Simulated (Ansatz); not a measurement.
`B1C[SiH2][SiH2]1` → `[SiH3]C1B[SiH2]1`  (isomerisation)

Program: Ansatz. Geometries: PBE0-D4/def2-TZVP. ΔE: electronic, gas phase. CCSD(T)/CBS adds triple-zeta CCSD(T) − MP2 to the extrapolated MP2 energy (def2 sets, frozen cores). DFT in def2-TZVPP.

```json
{"level": "BHLYP-D4", "ΔE (kJ/mol)": "69.5"}
{"level": "r2SCANh", "ΔE (kJ/mol)": "85.8"}
{"level": "BHLYP", "ΔE (kJ/mol)": "68.7"}
{"level": "CCSD/def2-TZVPP", "ΔE (kJ/mol)": "72.9"}
```

Q: What does CCSD(T)/CBS give? (Estimate.)

A: Ansatz gave: +75.8 kJ/mol. The listed levels differ from it by -6.3, 10.0, -7.1, -2.9 kJ/mol.

Largest T1 diagnostic among the species: 0.015.

From BLYP to BHLYP (50 % exact exchange), in def2-TZVPP and without D4, ΔE moves by −6.6 kJ/mol. In def2-TZVPP, CCSD(T) changes the Hartree–Fock value by +25.5 kJ/mol (the triples alone add +3.9 kJ/mol) and MP2 by +23.8 kJ/mol. At CCSD(T), def2-SVP lies +3.3 kJ/mol from the extrapolated value and def2-TZVPP +0.9 kJ/mol.
